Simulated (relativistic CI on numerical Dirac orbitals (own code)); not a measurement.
# Energy levels of Rh28+

Calculated at this level of theory: Dirac-Coulomb-Breit CI, separate exchange-only KLI orbitals for each configuration, a model potential for QED, unscaled Slater integrals (own radial code, finite nucleus).

Configuration list (outside the closed core [Ne]): 3s2.3p5, 3s.3p6, 3s2.3p4.3d, 3s.3p5.3d, 3p6.3d, 3s.3p4.3d2, 3s2.3p3.3d.4p, 3p6.4s, 3s2.3p4.4s, 3s.3p4.3d.4s, 3p6.4p, 3s2.3p4.4p, 3s2.3p4.4d, 3s.3p5.4s, 3p5.3d.4p, 3s2.3p4.4f, 3s.3p5.4p, 3s.3p5.4d, 3s.3p5.4f, 3s2.3p4.5s, 3s2.3p4.5p, 3s2.3p4.5d, 3s2.3p3.4s.4p, 3s2.3p4.5f, 3s2.3p4.5g, 3s.3p4.4s2, 3s.3p5.5s, 3s.3p5.5p, 3s2.3p3.3d2, 3s2.3p2.3d3, 3s.3p3.3d3, 3s2.3p2.3d2.4s, 3s2.3p2.3d2.4p, 3s2.3p2.3d2.4d, 3p5.3d2, 3p4.3d3, 3p4.3d2.4s, 3p4.3d2.4p, 3p4.3d2.4d, 3s2.3p3.3d.4s, 3s.3p3.3d2.4s, 3s2.3p2.3d.4s2, 3s2.3p2.3d.4s.4p, 3s2.3p2.3d.4s.4d, 3p5.3d.4s, 3p4.3d.4s2, 3p4.3d.4s.4p, 3p4.3d.4s.4d, 3s2.3p3.4s2, 3s.3p3.3d.4s2, 3s2.3p2.4s2.4p, 3s2.3p2.4s2.4d, 3s2.3p3.4p2, 3s2.3p2.3d.4p2, 3s.3p3.3d.4p2, 3s2.3p2.4s.4p2, 3s2.3p2.4p3, 3s2.3p2.4p2.4d. Double excitations out of closed p, d and f shells are left out; levels of such configurations are missing from the list, as are those of other unlisted configurations, and high levels can miss mixing partners. These lack a partner that the ground configuration has and come out too high: 3s2.3p4.4f, 3s.3p5.4p, 3s.3p5.4d, 3s.3p5.4f, 3s2.3p4.5s.

The lowest level is 3s2.3p5 2P°_3/2, with 98 % of that term; Hund's rules for 3s2.3p5 give 2P° with J = 3/2, in agreement.

```tsv
No.	Configuration	Term	J	E (cm⁻¹)	%	Next component (%)	Lifetime (s)
1	3s2.3p5	2P°	3/2	0	98	2 3s2.3p3.3d2 2P°	
2	3s2.3p5	2P°	1/2	261084	98	2 3s2.3p3.3d2 2P°	3.14e-06
3	3s.3p6	2S	1/2	915100	59	31 3s2.3p4.3d 2S	5.97e-11
4	3s2.3p4.3d	4D	3/2	980237	50	26 2D	3.02e-09
5	3s2.3p4.3d	4D	5/2	985509	62	15 2D	5.59e-08
6	3s2.3p4.3d	2P	1/2	1008122	48	31 4D	3.05e-10
7	3s2.3p4.3d	4D	7/2	1013005	51	30 4F	9.72e-04
8	3s2.3p4.3d	2F	7/2	1058781	50	25 2G	5.59e-04
9	3s2.3p4.3d	4F	9/2	1064004	74	24 2G	8.87e-04
10	3s2.3p4.3d	2D	3/2	1088079	49	20 4P	7.18e-10
11	3s2.3p4.3d	4P	1/2	1146934	58	27 2P	2.12e-11
12	3s2.3p4.3d	2D	5/2	1169149	42	25 4F	3.04e-10
13	3s2.3p4.3d	2D	3/2	1179844	34	29 4F	3.11e-11
14	3s2.3p4.3d	2F	5/2	1186524	34	28 4F	3.09e-11
15	3s2.3p4.3d	4D	1/2	1199583	67	23 2P	6.04e-10
16	3s2.3p4.3d	4D	3/2	1241165	33	26 2P	7.44e-09
17	3s2.3p4.3d	4F	7/2	1290694	55	19 4D	4.56e-06
18	3s2.3p4.3d	2F	5/2	1299806	37	31 2D	8.98e-11
19	3s2.3p4.3d	2F	7/2	1302107	46	44 2G	5.50e-06
20	3s2.3p4.3d	2P	3/2	1322683	47	29 4P	7.88e-10
21	3s2.3p4.3d	2F	5/2	1345342	54	25 4P	1.62e-09
22	3s2.3p4.3d	2G	9/2	1347675	74	24 4F	5.68e-06
23	3s2.3p4.3d	2D	5/2	1381598	47	29 2F	2.38e-10
24	3s2.3p4.3d	2F	7/2	1421735	84	6 4F	4.04e-06
25	3s2.3p4.3d	2P	3/2	1458857	54	21 4F	4.06e-12
26	3s2.3p4.3d	2S	1/2	1473513	54	21 3s.3p6 2S	1.63e-12
27	3s2.3p4.3d	2D	5/2	1491868	82	10 2F	1.96e-12
28	3s2.3p4.3d	2D	3/2	1524484	63	25 2P	3.45e-12
29	3s2.3p4.3d	2P	1/2	1596338	84	12 2S	2.50e-12
30	3s2.3p4.3d	2D	5/2	1659104	53	18 2F	2.68e-10
```

Energies count from the lowest computed level; ° marks odd parity; lifetimes are radiative, by E1, M1, E2, M2, E3 decay to levels of this space only.

The mean weight of the leading LS term, summed over parents, in these 30 levels is 58 %, and that of the leading jj configuration (from the same eigenvectors) 75 %, so jj coupling describes them better and the LS labels are nominal.

At this charge energies of transitions that change n are usually good to better than 1 %, and those within a shell (Δn = 0) to a few per cent.

LS names give the leading component of a level, which can be under half, so a name can repeat, a term be missing and a line seem to break the LS rules.
